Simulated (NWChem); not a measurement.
A series in which one site is exchanged, each optimised at PBE0/def2-SVP with NWChem, gas phase unless a solvent is named. Some are not confirmed as minima by frequencies. def2 effective core potentials on Sn; no spin-orbit coupling.

A: [CH3][GeH2][F] (CH5FGe; site = Ge)
B: C[SiH2]F (CH5FSi; site = Si)
C: CCF (C2H5F; site = C)
D: [SnH2]([F])[CH3] (CH5FSn; site = Sn)

Values for A:

* **dipole (D), PBE0/def2-SVP**: 2.44
* **orbital gap (eV), PBE0/def2-SVP**: 9.68
* **vertical ionisation energy, ΔSCF, B3LYP/def2-SVP (eV)**: 11.28
* **static polarisability, B3LYP/def2-SVPD (bohr³)**: 44.3
* **lowest singlet excitation, B3LYP/def2-SVPD, TDA (eV)**: 7.64

Q: How do these values change for the other members?

A: 
| change from A | B | C | D |
|---|---|---|---|
| dipole (D), PBE0/def2-SVP | -0.61 | -0.67 | +0.61 |
| orbital gap (eV), PBE0/def2-SVP | +0.52 | +1.50 | -1.16 |
| vertical ionisation energy, ΔSCF, B3LYP/def2-SVP (eV) | +0.27 | +0.58 | -0.55 |
| static polarisability, B3LYP/def2-SVPD (bohr³) | -3.9 | -15.2 | +9.2 |
| lowest singlet excitation, B3LYP/def2-SVPD, TDA (eV) | +0.40 | +0.97 | -0.93 |
